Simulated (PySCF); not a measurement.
All values below come from B3LYP-D3(BJ)/def2-TZVP // M06-2X/def2-TZVP (PySCF 2.14.0). Isolated molecules, 0 K electronic values unless said otherwise. One relaxed conformer stands for a flexible species; it need not be the lowest. B3LYP has the VWN-RPA correlation part, as in Gaussian. Excitations are Tamm–Dancoff values on a coarser integration grid. The basis has no diffuse functions, so Rydberg states are missing or too high.

Reference species (SMILES): `B/C=C\CC` (neutral, multiplicity 1).

```json
{
  "S1 oscillator strength": "0.001",
  "HOMO": "-7.68 eV",
  "LUMO": "-2.11 eV",
  "S1 excitation (TDA)": "5.08 eV"
}
```

Changed species: `BC(CC)=C`.

Task: Give the shifts of the S1 oscillator strength, HOMO, LUMO and S1 excitation (TDA).

Result: the S1 oscillator strength hardly moves; the HOMO falls by 0.02 eV, to -7.70 eV; the LUMO decreases by 0.02 eV, to -2.13 eV; the S1 excitation (TDA) goes up by 0.05 eV, to 5.13 eV.
